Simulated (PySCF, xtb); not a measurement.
CAuClO, SMILES [Cl][Au]<-[C-]#[O+] (connectivity only; charge and spin as stated), charge -1, multiplicity 2.

Harmonic wavenumbers (cm⁻¹) from GFN2-xTB (xtb 6.7.1) at its own minimum, in rising order: 34, 134, 137, 248, 401, 1842.

**Question.** What does PySCF with B3LYP-D3(BJ)/def2-SVPD give at its own minimum? (An estimate is asked for; the answer gives what the named calculation found.)

**Answer.** 73, 89, 242, 303, 472, 1837. Paired by order, the mean absolute difference is 53 cm⁻¹ and the zero-point energies are 4.0 and 4.3 kcal/mol.
